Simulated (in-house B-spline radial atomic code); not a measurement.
A radial electron density 4πr²n(r) was computed for an atom or ion in its tabulated ground configuration with a B-spline radial code for spherical atoms; method: non-relativistic Hartree-Fock, average of configuration. Columns: r (bohr), 4πr²n(r) (electrons per bohr), bar.

```
 0.00332    0.472 #
 0.00398   0.6623 #
 0.00477   0.9247 ##
 0.00573    1.289 ###
 0.00687    1.779 ####
 0.00825    2.441 #####
 0.00989    3.307 #######
  0.0119    4.455 #########
  0.0142    5.842 ############
  0.0171    7.636 ################
  0.0205    9.718 ####################
  0.0246    12.09 #########################
  0.0295     14.6 ###############################
  0.0354    17.07 ####################################
  0.0425    19.16 ########################################
   0.051    20.53 ###########################################
  0.0612    20.87 ############################################
  0.0734    20.07 ##########################################
  0.0881    18.32 ######################################
   0.106    16.23 ##################################
   0.127    14.75 ###############################
   0.152    14.61 ###############################
   0.183    16.14 ##################################
   0.219    18.62 #######################################
   0.263    20.74 ############################################
   0.315    20.94 ############################################
   0.378    18.48 #######################################
   0.454    13.89 #############################
   0.545    8.948 ###################
   0.654    5.503 ############
   0.784    4.347 #########
   0.941    4.847 ##########
    1.13    5.633 ############
    1.35    5.643 ############
    1.63    4.644 ##########
    1.95    3.199 #######
    2.34    1.817 ####
    2.81   0.8479 ##
    3.37   0.3224 #
    4.04  0.09684 
    4.85  0.02171 
    5.82 0.003476
```

Problem. Which atom or ion is it?
A. Sc+
B. Cl
C. Ar
D. S

Solution. C. The area under the curve, ∫4πr²n dr = ∫r·4πr²n d(ln r) on this logarithmic grid, is 18 electrons, which only this option has. The configuration is [Ne] 3s2 3p6.
